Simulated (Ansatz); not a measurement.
```yaml
crystal:
  periodic: [false, false, false]
  atoms:
    - {symbol: O, position_ang: [2.340044, -2.066855, -7.033065]}
    - {symbol: C, position_ang: [1.065527, -1.049109, -5.640265]}
    - {symbol: Ru, position_ang: [-1.088946, 0.674152, -3.229696]}
    - {symbol: C, position_ang: [-3.858899, -1.290985, -4.294494]}
    - {symbol: O, position_ang: [-5.605069, -2.222134, -5.175993]}
    - {symbol: C, position_ang: [-0.185553, 3.806102, -4.661865]}
    - {symbol: O, position_ang: [0.078484, 5.662811, -5.745910]}
    - {symbol: C, position_ang: [-3.249266, 2.397796, -0.866341]}
    - {symbol: O, position_ang: [-4.522901, 3.415303, 0.536509]}
    - {symbol: O, position_ang: [1.611196, -1.026212, 0.048399]}
    - {symbol: C, position_ang: [0.595711, -2.905995, 1.695401]}
    - {symbol: C, position_ang: [-0.390102, -1.452539, 3.978139]}
    - {symbol: C, position_ang: [1.231691, 0.968514, 4.002420]}
    - {symbol: C, position_ang: [2.911644, 0.692359, 1.672253]}
    - {symbol: H, position_ang: [-0.839757, -3.947701, 0.654777]}
    - {symbol: H, position_ang: [2.123667, -4.201567, 2.232470]}
    - {symbol: H, position_ang: [-2.385466, -0.993702, 3.742449]}
    - {symbol: H, position_ang: [-0.204229, -2.551245, 5.711390]}
    - {symbol: H, position_ang: [2.359369, 1.145781, 5.717967]}
    - {symbol: H, position_ang: [0.045045, 2.647189, 3.863988]}
    - {symbol: H, position_ang: [4.746637, -0.137189, 2.165759]}
    - {symbol: H, position_ang: [3.221134, 2.435226, 0.625689]}
basis:
  gaussian: {orbitals: def2-TZVP}
hamiltonian: {xc: {name: wPBEh}}
scf: {lower_state_search: light}
output: {forces: true}
```

```sh
$ ansatz run in.yaml --threads 10 --pin off --events-out ev --progress --plain --max-ram 110592MiB --backend cuda --devices 0, --max-vram 75GiB
```

Shortened log:

```
Functional definition: wPBEh
2925 factors; their error is unknown
228 factors; integrals over basis functions are off by at most 8.2e-7 eV
mean field evaluation 1: about -20962.4256 eV, gradient 2.3e2 eV
mean field evaluation 2: about -18103.9418 eV, gradient 5.7e2 eV
mean field evaluation 4: about -18862.6611 eV, gradient 3.9e2 eV
mean field evaluation 8: about -21113.9504 eV, gradient 5.9e1 eV
mean field evaluation 16: about -21125.9743 eV, gradient 2.1e0 eV
mean field evaluation 32: about -21126.2525 eV, gradient 3.1e-1 eV
mean field evaluation 96: about -21126.2541 eV, gradient 3.3e-2 eV
mean field evaluation 128: about -21126.2515 eV, gradient 8.7e-2 eV
mean field evaluation 192: about -21126.2408 eV, gradient 5.3e-1 eV
mean field evaluation 224: about -21126.2581 eV, gradient 2.8e-8 eV
mean field -21126.25810936 eV, -776.3756656268 hartree, gradient 5.5e-8 eV, S^2 0.000000; 20 other end points of the search recorded, 0 dependent functions left out
reference -21126.25821771 eV, -776.3756696088 hartree; 56, 56 occupied and 435, 435 virtual orbitals, 2925 factors
Total energy: -21126.25821771 eV, -776.3756696088 hartree
Atom 0 at     2.340044    -2.066855    -7.033065 Å, force    -4.543118     3.618470     4.956716 eV/Å
Atom 1 at     1.065527    -1.049109    -5.640265 Å, force     4.378820    -3.478112    -4.766194 eV/Å
Atom 2 at    -1.088946     0.674152    -3.229696 Å, force    -0.141000     0.100265    -0.151064 eV/Å
Atom 3 at    -3.858899    -1.290985    -4.294494 Å, force    -5.660196    -2.978925    -2.855224 eV/Å
Atom 4 at    -5.605069    -2.222134    -5.175993 Å, force     5.951456     3.173284     2.990759 eV/Å
Atom 5 at    -0.185553     3.806102    -4.661865 Å, force     0.840622     5.978717    -3.526574 eV/Å
Atom 6 at     0.078484     5.662811    -5.745910 Å, force    -0.914413    -6.318346     3.693806 eV/Å
Atom 7 at    -3.249266     2.397796    -0.866341 Å, force    -4.281054     3.400214     4.705207 eV/Å
Atom 8 at    -4.522901     3.415303     0.536509 Å, force     4.476555    -3.563979    -4.915316 eV/Å
Atom 9 at     1.611196    -1.026212     0.048399 Å, force     0.183803     0.158374     1.731661 eV/Å
Atom 10 at     0.595711    -2.905995     1.695401 Å, force    -0.017679    -1.927523    -0.173047 eV/Å
Atom 11 at    -0.390102    -1.452539     3.978139 Å, force    -1.676947    -0.125781     1.512995 eV/Å
Atom 12 at     1.231691     0.968514     4.002420 Å, force     0.319746     2.016759     1.224861 eV/Å
Atom 13 at     2.911644     0.692359     1.672253 Å, force     1.627682     0.032563    -1.344827 eV/Å
Atom 14 at    -0.839757    -3.947701     0.654777 Å, force     2.320123     1.508158     1.357752 eV/Å
Atom 15 at     2.123667    -4.201567     2.232470 Å, force    -2.198296     1.875186    -1.032440 eV/Å
Atom 16 at    -2.385466    -0.993702     3.742449 Å, force     2.990795    -0.894880     0.360790 eV/Å
Atom 17 at    -0.204229    -2.551245     5.711390 Å, force    -0.400883     1.482650    -2.696934 eV/Å
Atom 18 at     2.359369     1.145781     5.717967 Å, force    -1.869084    -0.240671    -2.497533 eV/Å
Atom 19 at     0.045045     2.647189     3.863988 Å, force     1.730960    -2.592549     0.382666 eV/Å
Atom 20 at     4.746637    -0.137189     2.165759 Å, force    -2.725519     1.355460    -0.668139 eV/Å
Atom 21 at     3.221134     2.435226     0.625689 Å, force    -0.392373    -2.579335     1.710078 eV/Å
Dipole moment:     0.636424    -0.223378     1.485994 e Å
```

Question: Something in this input is off. What?

Answer: The coordinates are in bohr but typed as ångström. The calculation finished and met its thresholds. The result belongs to that input, not to the molecule as meant.
